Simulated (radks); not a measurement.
Results of a calculation; reference values are marked as such.
The boron ion B+ inside a hard spherical wall (all orbitals vanish at R), configuration held at [He] 2s2 and not refilled when levels cross. Code: a radial shooting solver on a logarithmic mesh with Libxc functionals. Model: scalar-relativistic Kohn-Sham, LDA (Slater exchange, Perdew-Wang correlation), spin-unpolarised, spherical densities, finite nucleus; Fermi nuclear charge, rms radius 2.406 fm. Eigenvalues in eV, with the zero of energy where the potential of the charges vanishes at infinity; a dash marks a level that is unbound or too diffuse for the functional's potential to be trusted. A positive occupied level is held by the wall or, in an anion where self-interaction has pushed it up, behind a barrier. The pressure on the wall is -dE/dV.

R (bohr),E (hartree),kinetic (hartree),e(1s),e(2s),"e(2p, empty)","e(3s, empty)",pressure (GPa)
free,-24.04481,23.898,-191.73,-19.411,-13.456,-4.243,0
12,-24.04481,23.898,-191.73,-19.411,-13.456,-4.203,< 0.0001
7,-24.04471,23.900,-191.72,-19.404,-13.443,-2.637,0.0104
6,-24.04399,23.907,-191.66,-19.365,-13.386,-0.814,0.110
3,-23.78469,25.060,-185.86,-13.461,-7.158,43.890,124
2.5,-23.38863,26.316,-181.09,-6.280,-0.753,79.528,462
1.5,-18.95220,36.563,-156.31,63.470,48.619,330.01,12300
